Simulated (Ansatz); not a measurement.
Computed with Ansatz on PBE0-D4/def2-TZVP structures; ΔE is electronic, products minus reactants. CCSD(T)/CBS is the MP2 limit (def2-TZVPP, def2-QZVPP) plus CCSD(T) − MP2 in def2-TZVPP, frozen cores. This one scheme is used for every species. DFT in def2-TZVPP. B3LYP here is the variant with VWN-RPA as its local correlation; programs differ in this. One conformer a species, not always the lowest.

Reaction (ligand exchange at the Si–S bond): `O[SiH2]S[Si](F)(Cl)Cl` + `O[SiH](O)O` → `O[SiH2]O[SiH](O)O` + `F[Si](S)(Cl)Cl`

```tsv
level	ΔE (kJ/mol)	difference from CCSD(T)/CBS
PBE-D4	-37.0	16.6
r2SCAN-D4	-49.1	4.5
PBE0-D4	-42.4	11.2
B3LYP-D4	-54.5	-0.9
ωB97X-V	-53.1	0.5
ωB97M-V	-52.3	1.3
B2PLYP	-58.2	-4.6
PBE	-40.0	13.6
r2SCAN	-49.9	3.7
PBE0	-45.2	8.4
B3LYP	-59.5	-5.9
HF/def2-TZVPP	-74.8	-21.2
MP2/def2-TZVPP	-51.6	2.0
SCS-MP2/def2-TZVPP	-57.9	-4.3
CCSD/def2-TZVPP	-60.6	-7.0
CCSD(T)/def2-TZVPP	-56.6	-3.0
HF/def2-QZVPP	-77.1	-23.5
MP2/def2-QZVPP	-50.7	2.9
SCS-MP2/def2-QZVPP	-57.0	-3.4
HF/CBS(def2)	-77.4	-23.8
MP2/CBS(def2)	-48.6	5.0
CCSD/CBS(def2)	-57.6	-4.0
CCSD(T)/CBS	-53.6	0
```

Largest T1 diagnostic among the species: 0.012.

In def2-TZVPP, CCSD(T) changes the Hartree–Fock value by +18.2 kJ/mol (the triples alone add +4.0 kJ/mol) and MP2 by +23.2 kJ/mol. The D4 term adds +5.0 kJ/mol with B3LYP and +2.8 kJ/mol with PBE0; it sums over pairs of atoms, weighted by their polarisabilities, and B3LYP, whose exchange is more repulsive, gets the larger term. From PBE to PBE0 (25 % exact exchange), in def2-TZVPP and without D4, ΔE moves by −5.2 kJ/mol.
